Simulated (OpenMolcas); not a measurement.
Cr3+ with its 6 nearest chloride ions at 2.4 Å, on the Zr site of Cs2ZrCl6 (a = 10.407 Å, distance in the model lattice 2.446 Å). The rest of the host is ab initio model potentials to 7.6 Å and point charges beyond; the distance is set by hand and nothing relaxes, and no local charge compensation is placed. Ligand basis ANO-RCC-VDZP.

```
Program             : OpenMolcas
Method              : CASSCF
Basis               : ANO-RCC-VTZP [6s5p3d2f1g]
Scalar Hamiltonian  : DKH2, point nucleus
Active space        : 3 electrons in 5 orbitals (3d)
State averaging     : 2S+1 = 4 even, 10 roots; 2S+1 = 2 even, 40 roots
Spin-orbit coupling : state interaction with AMFI integrals over the reference wave functions
```

What is the spin-free ground state (labels of O, the rotations of Oh)?

4A2, 1-fold in its orbital part; it has the highest spin that d3 allows.

Where is the first state of the same spin?

4T2 at 11300 cm-1 above the ground state.

What are the lowest two levels with spin-orbit coupling?

A 4-fold level Γ8, then a 2-fold level Γ7 11220 cm-1 above it. Their leading multiplicities are 4 (100 %) and 4 (100 %).

What is χT at 300 K, and how does it compare with the textbook value?

The lowest level has 2S+1 = 4, for which the spin-only value is χT = S(S+1) / 2 = 1.875 cm3 K/mol (g = 2). The computed 1.829 at 300 K differs by -0.046, through orbital momentum, spin-orbit coupling and any other state in reach.

Without dynamic correlation the repulsion within the d shell is too large (B by tens of per cent), so at a given field states of lower spin stand too high. Ligand-to-metal charge-transfer states are missing. With no ligand orbital active B as a rule stays too high, so bands that hang on it stand too high and its fall with covalency is understated. With metal d orbitals alone and no dynamic correlation the field as a rule comes out too small, by tens of per cent, by up to half for chloride and softer ligands. No measured value stands beside these numbers; the geometry was set by hand and not optimised.
